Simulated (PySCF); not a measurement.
## H2MoO2, singlet: structure and spectrum

All numbers come from PBE0/[Mo def2-TZVP with ECP28, O def2-TZVP, H def2-TZVP], scalar-relativistic core potentials, density fitting, no spin–orbit coupling, PySCF.

The structure is a minimum.

```xyz
5
charge 0 multiplicity 1, angstrom
Mo    0.0000    0.0000    0.2216
O     0.0000    1.3526   -0.7465
O     0.0000   -1.3526   -0.7465
H     1.4843    0.0000    1.0826
H    -1.4843    0.0000    1.0826
```

```json
{
  "Point group": "C2v",
  "Bond lengths": "Mo–H 1.716 Å (×2), Mo–O 1.663 Å (×2)",
  "Bond angles": "H–Mo–H 119.8°, H–Mo–O 107.0° (×4), O–Mo–O 108.8°",
  "Principal polarisabilities": "42.0, 42.3, 45.4 bohr³",
  "Rotational symmetry number": "2",
  "Zero-point energy": "53.4 kJ/mol",
  "Dipole moment": "2.40 D",
  "Principal quadrupole moments (Buckingham, traceless) about the centre of mass": "-3.39, 0.99, 2.40 D Å",
  "Enthalpy at 298.15 K above 0 K": "12.54 kJ/mol",
  "Entropy at 298.15 K and 1 bar": "274.4 J/(mol K)",
  "Atomisation energy without zero-point energy": "1694 kJ/mol",
  "Lowest empty level": "-3.71 eV",
  "Heat capacity Cp at 298.15 K": "58.6 J/(mol K)",
  "Highest occupied level": "-9.56 eV",
  "Rotational constants": "0.5726, 0.2677, 0.2018 cm⁻¹"
}
```

Harmonic modes (masses in u: Mo 97.905, O 15.995, H 1.008):
```csv
symmetry,ω (cm⁻¹),IR (km/mol)
a1,368,2.0
b1,485,3.1
b2,636,7.3
a2,658,0.0
a1,748,77.5
b2,1060,227
a1,1093,88.7
b1,1936,166
a1,1943,113
```

In C2v the vibrations span 4a1 + 2b1 + 2b2 + a2. The a2 mode carries no infrared intensity, as symmetry demands.

Charges (e):
```tsv
atom	Mulliken	Löwdin	polar tensor	Mayer order to Mo1
Mo1	1.13	0.57	1.67	–
O2,3	-0.51	-0.24	-0.62	2.02
H4,5	-0.06	-0.05	-0.22	0.93
```

Mulliken populations on Mo1 (electrons outside its core potential): s 2.45, p 6.48, d 3.87, f 0.07.

Outer orbital energies (eV). occupied: -12.91, -12.51, -11.91, -11.72, -11.26, -10.45, -9.72, -9.56; empty: -3.71, -2.57, -1.62, -0.81.

Only a few start shapes were tried, so a lower isomer may exist.

The final relaxation and frequency run took roughly 100 core-seconds on a shared host.
